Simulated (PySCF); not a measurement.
Vertical excitations of a molecule C3H8OSi from TDDFT-PBE/def2-SVPD (PySCF), as energy in eV (oscillator strength): 5.53 (0.000), 5.60 (0.003), 6.13 (0.025), 6.51 (0.001), 6.61 (0.248), 6.95 (0.001), 7.13 (0.001), 7.24 (0.007), 7.32 (0.011), 7.46 (0.034). Lowest triplet (TDA): 4.36 eV. Coordinates come from a B3LYP-D3(BJ)/def2-SVP optimisation. One conformer was computed; it need not be the lowest.

Which structure fits?
A) O[SiH2]C1CC1
B) C[C@@H]1CO[SiH2]1
C) C=CO[SiH2]C
D) C=C[SiH2]OC

C, C=CO[SiH2]C
